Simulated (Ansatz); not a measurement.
Ansatz (a program for electronic structure) input (B97M-V/def2-TZVPD):

Ansatz 0.2 input:
```yaml
crystal:
  periodic: [false, false, false]
  atoms:
    - {symbol: Pb, position_ang: [0.00750872, -0.00447387, 0.14975575]}
    - {symbol: F, position_ang: [0.92279409, 1.61388422, -0.68259941]}
    - {symbol: F, position_ang: [-0.99120685, -1.57312230, -0.68184189]}
basis:
  gaussian:
    orbitals: def2-TZVPD
hamiltonian:
  xc: {name: B97M-V}
total_charge: 1
magnetization: {spin_polarized: true, initial_magnetization: 1}
output: {forces: true}
```

End of the output:

```
integrals: 0.06 GiB planned
790 factors; their error is unknown
mean field: 0.61 GiB planned
mean field evaluation 1: about -10649.7085 eV, gradient 8.4e1 eV
mean field evaluation 2: about -10346.1219 eV, gradient 2.4e2 eV
mean field evaluation 4: about -10673.1929 eV, gradient 1.3e1 eV
mean field evaluation 8: about -10673.8525 eV, gradient 1.6e-1 eV
mean field evaluation 16: about -10673.8486 eV, gradient 2.6e-4 eV
mean field -10673.84859447 eV, -392.2567008523 hartree, gradient 5.3e-5 eV, S^2 0.757176; 0 other end points of the search recorded, 0 dependent functions left out
the calculation of the forces begins
reference -10673.84866616 eV, -392.2567034869 hartree; 20, 19 occupied and 116, 117 virtual orbitals, 790 factors
Total energy: -10673.84866616 eV, -392.2567034869 hartree
Atom 0 at     0.007509    -0.004474     0.149756 Å, force    -0.006136     0.003656    -0.122377 eV/Å
Atom 1 at     0.922794     1.613884    -0.682599 Å, force    -0.080095    -0.140302     0.061221 eV/Å
Atom 2 at    -0.991207    -1.573122    -0.681842 Å, force     0.086231     0.136646     0.061155 eV/Å
Dipole moment:     0.022981    -0.013693     0.458341 e Å
```
